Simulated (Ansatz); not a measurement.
Pulling on the Sn1–F2 bond in FHOSn (SMILES [OH][Sn][F]) (multiplicity 1 held, fragments rigid). Energies count from the point at 1.967 Å.
Geometry at that point (charge 0, multiplicity 1):
```xyz
4

Sn     0.17128     0.03284     0.32224
F     -0.23460     1.31044    -1.11659
O     -0.67403    -1.51488    -0.57779
H     -1.06052    -1.31711    -1.44035
```

Restricted levels (R-, RO-) in cc, def2 and unpolarised 6-31G sets keep to the state of the molecule at rest. U- levels take the lowest unrestricted solution at each point, which mixes spins at long bonds. Curves can end on different states.

Cores are frozen in the correlated methods. Filled d and f shells under p-block atoms count as core.

Codes used: Ansatz (a program for electronic structure) with Gaussian orbitals. Values without a source in brackets are computed. In def2 rows elements past Kr take small-core potentials, without spin–orbit coupling.

Energies in kJ/mol.

| R (Å) | R-PBE/def2-TZVPP | U-B3LYP/def2-TZVPP | R-MP2/def2-TZVPP | U-MP2/def2-TZVPP | U-CCSD/def2-TZVPP |
|---|---|---|---|---|---|
| 1.573 | 308 | 300 | 299 | 299 | 291 |
| 1.770 | 55 | 50 | 47 | 47 | 43 |
| 1.967 | 0 | 0 | 0 | 0 | 0 |
| 2.163 | 21 | 25 | 31 | 31 | 34 |
| 2.360 | 69 | 77 | 88 | 88 | 93 |
| 2.655 | 149 | 162 | 182 | 182 | 188 |
| 2.950 | 221 | 238 | 268 | 268 | 272 |
| 3.441 | 313 | 335 | 384 | 518 | 393 |
| 3.933 | 373 | 387 | 471 | 541 | 465 |
| 4.523 | 417 | 421 | 547 | 548 | 496 |
| 5.310 | 448 | 444 | 616 | 550 | 502 |
| 6.293 | 467 | 457 | 671 | 551 | 502 |

Doubts at one or more of the structures used: a restricted determinant that unrestricted orbitals would lower (R-PBE/def2-TZVPP, R-MP2/def2-TZVPP); a spin-contaminated determinant (U-B3LYP/def2-TZVPP, U-MP2/def2-TZVPP, U-CCSD/def2-TZVPP); T1 above 0.05 (U-CCSD/def2-TZVPP).
